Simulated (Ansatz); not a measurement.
```yaml
crystal:
  periodic: [false, false, false]
  atoms:
    - {symbol: C, position_ang: [-1.798619, 0.958870, 1.018525]}
    - {symbol: O, position_ang: [-0.616836, 1.195529, -0.011955]}
    - {symbol: B, position_ang: [0.112622, 0.148723, -0.440482]}
    - {symbol: C, position_ang: [1.447352, 0.633746, -1.721366]}
    - {symbol: Si, position_ang: [0.417105, -1.705863, 0.487940]}
    - {symbol: H, position_ang: [-1.645595, 1.716246, 1.856134]}
    - {symbol: H, position_ang: [-1.480070, -0.033943, 1.565486]}
    - {symbol: H, position_ang: [-2.907379, 1.001446, 0.553114]}
    - {symbol: H, position_ang: [1.096573, -0.056782, -2.562831]}
    - {symbol: H, position_ang: [1.246857, 1.892841, -1.955537]}
    - {symbol: H, position_ang: [2.421754, 0.852517, -1.293066]}
    - {symbol: H, position_ang: [0.455464, -1.820822, 2.087325]}
    - {symbol: H, position_ang: [1.878843, -2.402430, -0.230226]}
    - {symbol: H, position_ang: [-0.885320, -2.530904, 0.105280]}
basis:
  gaussian: {orbitals: def2-mTZVP, final_grid: {core_spheres: 8, valence_spheres: 7, degree: 23}}
total_charge: 1
magnetization: {spin_polarized: true, initial_magnetization: 1}
hamiltonian: {xc: {name: rPW86-PBE}}
relax: {f_tol: 0.001, max_steps: 3}
```

```sh
$ ansatz run in.yaml --threads 4 --pin off --events-out ev --progress --plain --max-ram 10444MiB
```

Shortened log:

```
Functional definition: rPW86-PBE
1304 factors; their error is unknown
mean field evaluation 1: about -12803.3861 eV, gradient 7.6e1 eV
mean field evaluation 2: about -12476.0151 eV, gradient 2.0e2 eV
mean field evaluation 4: about -12826.1760 eV, gradient 3.3e1 eV
mean field evaluation 8: about -12831.3841 eV, gradient 1.0e0 eV
mean field evaluation 16: about -12831.3326 eV, gradient 5.4e-3 eV
mean field -12831.33262965 eV, -471.5427767500 hartree, gradient 4.8e-5 eV, S^2 0.753106; 3 other end points of the search recorded, 0 dependent functions left out
reference -12831.33276367 eV, -471.5427816752 hartree; 24, 23 occupied and 106, 107 virtual orbitals, 1304 factors
relax step   1: F+E_penalty+E_count = -12831.33262965 eV  Δ(F+E_penalty+E_count) = +0.000e0 eV  max|allowed force component| = 3.507e0 eV/Å  Δτ_max = 0.0000 Å  (76 SCF iters, accepted)
1304 factors; their error is unknown
mean field -12833.61127253 eV, -471.6265153314 hartree, gradient 2.6e-5 eV, S^2 0.752428; 0 other end points of the search recorded, 0 dependent functions left out
reference -12833.61140676 eV, -471.6265202643 hartree; 24, 23 occupied and 106, 107 virtual orbitals, 1304 factors
relax step   2: F+E_penalty+E_count = -12833.61127253 eV  Δ(F+E_penalty+E_count) = -2.279e0 eV  max|allowed force component| = 2.421e0 eV/Å  Δτ_max = 0.1950 Å  (40 SCF iters, accepted)
1304 factors; their error is unknown
mean field -12834.18722945 eV, -471.6476813579 hartree, gradient 3.1e-5 eV, S^2 0.751768; 0 other end points of the search recorded, 0 dependent functions left out
reference -12834.18736156 eV, -471.6476862127 hartree; 24, 23 occupied and 106, 107 virtual orbitals, 1304 factors
relax step   3: F+E_penalty+E_count = -12834.18722945 eV  Δ(F+E_penalty+E_count) = -5.760e-1 eV  max|allowed force component| = 1.423e0 eV/Å  Δτ_max = 0.1990 Å  (36 SCF iters, accepted)
Error: geometry relaxation did not converge after 3 steps: max|allowed force component| = 1.42e0 eV/Å (threshold 1.0e-3). Raise `relax.max_steps` over both its present limit and 3, loosen `relax.f_tol`, or start from a geometry closer to equilibrium. Where this run's directory can be resumed (`checkpoint.write`), a resume goes on for up to `relax.max_steps` more
```

Problem. What is wrong with this run?

Solution. The relaxation is allowed too few steps for its threshold. No converged result was reached.
